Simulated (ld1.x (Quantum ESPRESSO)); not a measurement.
# Scattering properties, TM potential for iodine (I)

I (Z = 53), norm-conserving Troullier–Martins (Kleinman–Bylander form), made with ld1.x (Quantum ESPRESSO) 7.5 (PBE, scalar-relativistic). Core [Ar] 3d10 4s2, reference 4p6 4d10 5s2 5p5. Waves: 5s (bound): rc 1.50 bohr; 4d (bound): rc 1.20 bohr; 4p (bound): rc 1.05 bohr. Local part: the p channel. Core correction: a·sin(br)/r model core, default radius (core density twice the valence density).

Occupied shells without a wave of their own: 5p. They enter only through the test configuration that unscreens the potential, and ld1.x also counts them in the model core charge.

The phase is arctan(r·u′/u) with u = r·R(r), unwrapped; energies in Ry, scanned from -11 to 5 Ry. A pole is an energy at which the radial function vanishes at the test radius. The pseudo phase is shifted by a multiple of π to meet the all-electron one at the reference energy, and phase errors are pseudo minus all-electron; the curves can meet again beyond the range given. Levels narrower than the energy grid can be missing from the lists of poles.

```tsv
channel	radius (bohr)	reference energy (Ry)	poles, all-electron	poles, pseudo	unbroken range about the reference energy with phases within 0.05 rad	phase error 1 Ry above the reference energy (rad)
s	1.65	-1.28	none	-5.91	above -5.2	+0.002
p	1.65	-9.38	-9.13	-9.13	below -0.5	-0.000
d	1.65	-3.70	-3.04	-3.04	below 3.6	-0.000
```

Note: ghost state, extra bound levels that the all-electron valence spectrum of the same l lacks: s at -81.5 eV. A true bound ghost makes a file unfit for plane-wave use. The potential misses its own reference levels by up to 0.3 eV. ld1.x takes every shell without a wave as core, so the model core holds the 5p electrons as well and exchange and correlation see them twice. This cancels in the reference configuration, but the file is broken for other ones, and its errors say nothing about a proper core correction.

Phases in the s channel:

| E (Ry) | all-electron | pseudo |
| --- | --- | --- |
| -11.00 | 1.377 | 4.487 |
| -10.76 | 1.372 | 4.483 |
| -10.52 | 1.367 | 4.479 |
| -10.28 | 1.363 | 4.475 |
| -10.04 | 1.358 | 4.471 |
| -9.80 | 1.353 | 4.466 |
| -9.56 | 1.348 | 4.461 |
| -9.32 | 1.343 | 4.455 |
| -9.08 | 1.338 | 4.450 |
| -8.84 | 1.333 | 4.443 |
| -8.60 | 1.327 | 4.436 |
| -8.36 | 1.322 | 4.429 |
| -8.12 | 1.316 | 4.421 |
| -7.88 | 1.310 | 4.411 |
| -7.64 | 1.303 | 4.401 |
| -7.40 | 1.296 | 4.388 |
| -7.16 | 1.288 | 4.372 |
| -6.92 | 1.280 | 4.351 |
| -6.68 | 1.272 | 4.319 |
| -6.44 | 1.263 | 4.258 |
| -6.20 | 1.253 | 4.034 |
| -5.96 | 1.242 | 1.736 |
| -5.72 | 1.230 | 1.377 |
| -5.48 | 1.218 | 1.300 |
| -5.24 | 1.204 | 1.259 |
| -5.00 | 1.189 | 1.229 |
| -4.76 | 1.172 | 1.203 |
| -4.52 | 1.153 | 1.177 |
| -4.28 | 1.131 | 1.151 |
| -4.04 | 1.107 | 1.124 |
| -3.80 | 1.080 | 1.094 |
| -3.56 | 1.049 | 1.060 |
| -3.32 | 1.013 | 1.022 |
| -3.08 | 0.971 | 0.978 |
| -2.84 | 0.921 | 0.926 |
| -2.60 | 0.861 | 0.865 |
| -2.36 | 0.789 | 0.792 |
| -2.12 | 0.702 | 0.704 |
| -1.88 | 0.595 | 0.596 |
| -1.64 | 0.465 | 0.465 |
| -1.40 | 0.308 | 0.308 |
| -1.16 | 0.127 | 0.127 |
| -0.92 | -0.072 | -0.072 |
| -0.68 | -0.275 | -0.274 |
| -0.44 | -0.466 | -0.465 |
| -0.20 | -0.635 | -0.633 |
| 0.04 | -0.776 | -0.775 |
| 0.28 | -0.893 | -0.892 |
| 0.52 | -0.989 | -0.989 |
| 0.76 | -1.068 | -1.068 |
| 1.00 | -1.133 | -1.134 |
| 1.24 | -1.187 | -1.189 |
| 1.48 | -1.233 | -1.235 |
| 1.72 | -1.272 | -1.275 |
| 1.96 | -1.306 | -1.310 |
| 2.20 | -1.335 | -1.340 |
| 2.44 | -1.361 | -1.366 |
| 2.68 | -1.384 | -1.390 |
| 2.92 | -1.404 | -1.411 |
| 3.16 | -1.423 | -1.431 |
| 3.40 | -1.439 | -1.448 |
| 3.64 | -1.454 | -1.464 |
| 3.88 | -1.468 | -1.480 |
| 4.12 | -1.481 | -1.494 |
| 4.36 | -1.493 | -1.507 |
| 4.60 | -1.504 | -1.519 |
| 4.84 | -1.514 | -1.531 |
